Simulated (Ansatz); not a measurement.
CH7FGeSi (`C[SiH](F)[GeH3]`), relaxed with RKS PBE0-D4/def2-TZVP in the Gaussian-basis code of Ansatz from a PBE-D4/def2-SVP geometry. The force threshold is 0.005 eV/Å; the program also tests the step.

Total charge 0; spin multiplicity 1.

Start:

```xyz
11

C    -0.620   -0.416    1.590
Si   -0.717    0.496   -0.048
F    -2.073    0.012   -0.859
Ge    1.172    0.019   -1.437
H     0.282   -0.091    2.150
H    -1.509   -0.207    2.220
H    -0.551   -1.512    1.435
H    -0.842    1.980    0.178
H     2.473    0.475   -0.718
H     1.289   -1.506   -1.707
H     1.098    0.751   -2.803
```

```tsv
step	energy (eV)	largest force (eV/Å)	largest move (Å)
1	-68253.4350	1.193	0.000
2	-68253.4769	0.724	0.029
3	-68253.4882	0.114	0.026
4	-68253.4882	0.057	0.021
5	-68253.4889	0.013	0.010
6	-68253.4889	0.004	0.008
7	-68253.4890	0.003	0.005
```

End:

```xyz
11

C    -0.625   -0.416    1.580
Si   -0.705    0.485   -0.043
F    -2.037    0.029   -0.824
Ge    1.171    0.016   -1.434
H     0.252   -0.089    2.146
H    -1.514   -0.209    2.181
H    -0.551   -1.495    1.432
H    -0.821    1.952    0.184
H     2.463    0.484   -0.738
H     1.298   -1.495   -1.698
H     1.068    0.739   -2.786
```

Run time 27 s (4 threads of an Intel Xeon Platinum 8259CL on a shared host); peak host memory 0.56 GiB.
